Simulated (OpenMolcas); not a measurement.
As⁺: the spin-orbit constant, thermal populations, worked from levels

- Program: OpenMolcas
- Basis: ANO-RCC-VQZP [7s6p4d2f1g]
- Scalar Hamiltonian: DKH2, point nucleus
- Active space: 2 electrons in 9 orbitals (RAS2 4p; RAS3 4d 5s, at most 1 electron)
- State averaging: 2S+1 = 3 even, 3 roots; 2S+1 = 1 even, 6 roots; 2S+1 = 3 odd, 18 roots; 2S+1 = 1 odd, 18 roots
- Spin-orbit coupling: state interaction with AMFI integrals over the reference wave functions, term energies averaged over their components

Methods: RASSCF; MS-RASPT2, IPEA 0.25 Eh, imaginary shift 0.1 Eh (closed shells correlated: 3d 4s). Measured levels: NIST Handbook of Basic Atomic Spectroscopic Data.

**The spin-orbit constant.** For the Hund term ³P of p2, E(J) = (A/2) J(J+1) + constant and ζ = 2S·A = 2A. From J = 0 to J = 2 the energy changes by 3 A.

```tsv
Source	E(2) - E(0)	A	ζ
RASSCF	2253.2	751.1	1502
MS-RASPT2	2230.6	743.5	1487
measured	2541.3	847.1	1694
```

All in cm-1. MS-RASPT2 is off by -12.2 % and RASSCF by -11.3 %. Both methods take the spin-orbit matrix elements from the reference wave functions, so the second can move ζ only through the term energies and any multistate remixing. Second-order mixing with other terms is absorbed into this ζ.

**Thermal populations.** Z = Σ (2J + 1) exp(-E/kT) with k = 0.695035 cm-1/K, over the levels below. No other level of either list lies under 54800 cm-1, which is above 7 kT at each temperature.

| Level | 2J + 1 | MS-RASPT2 | measured |
| --- | --- | --- | --- |
| 4s² 4p² ³P₀ | 1 | 0.0 | 0.0 |
| 4s² 4p² ³P₁ | 3 | 899 | 1063 |
| 4s² 4p² ³P₂ | 5 | 2230 | 2541 |
| 4s² 4p² ¹D₂ | 5 | 9940 | 10096 |
| 4s² 4p² ¹S₀ | 1 | 26200 | 22599 |

```json
{"T (K)": "3000", "Z, MS-RASPT2": "4.708", "Z, measured levels": "4.319", "Ground level (%), MS-RASPT2": "21.2", "Ground level (%), measured levels": "23.2"}
{"T (K)": "5000", "Z, MS-RASPT2": "6.235", "Z, measured levels": "5.891", "Ground level (%), MS-RASPT2": "16.0", "Ground level (%), measured levels": "17.0"}
{"T (K)": "8000", "Z, MS-RASPT2": "7.746", "Z, measured levels": "7.475", "Ground level (%), MS-RASPT2": "12.9", "Ground level (%), measured levels": "13.4"}
```

At 8000 K, kT = 5560 cm-1, and the computed levels give Z = 1.000 + 2.552 + 3.348 + 0.837 + 0.009 = 7.746.

Term energies are means over components that CASPT2 splits; among the terms shown or strongly mixed into the levels shown the widest spread is 130 cm-1 (4s² 4p² ¹D, MS-RASPT2). With the s shell closed, the reference lacks s² → p² mixing. Without dynamic correlation excited terms often stand tens of per cent too high (terms of higher spin than the ground term too low), and those without a measured partner can miss by more than the paired ones (holds for RASSCF). Some terms miss by over 15 % even with CASPT2, which points to a basis or an active space too small for the shells correlated (holds for MS-RASPT2). Computed and measured levels are paired by configuration, term and J; levels that our copy of the source lacks, or whose pairing is in doubt (as where it misses far off the trend of its configuration), stay unpaired and out of the deviations. Where the source uses jj or jK labels, the order within each J decides. Only configurations of the active space appear.
